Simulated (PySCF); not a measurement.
# How methods differ on the excitation energy of Se

Se [Ar] 3d10 4s2 4p4 (3P) → Se [Ar] 3d10 4s1 4p5 (3P), as a difference of total energies. Calculation: PySCF 2.14, in x2c-QZVPPall (11s8p5d4f1g, 97 functions); the spin-free X2C one-electron Hamiltonian (Gaussian nucleus). Correlated levels: valence: [Ar] 3d10 frozen. The calculations carry no spin-orbit coupling.

```tsv
method	excitation energy (eV)
UHF	11.738
MP2 (valence)	10.868
SCS-MP2 (valence)	10.761
CCSD (valence)	10.107
CCSD(T) (valence)	9.727
```

Task: How much does correlation contribute at CCSD(T) (valence)?

Result: 9.727 − (11.738) = -2.011 eV, measured against UHF.

A first-order spin-orbit estimate (lowest level to lowest level, LS coupling) adds -0.013 eV.

The upper state lies above the first ionisation limit, where it may autoionise and the basis confines it.

The coupled-cluster amplitudes are large for the upper state (T1 above 0.03 or a double amplitude above 0.15), so a single reference is strained.
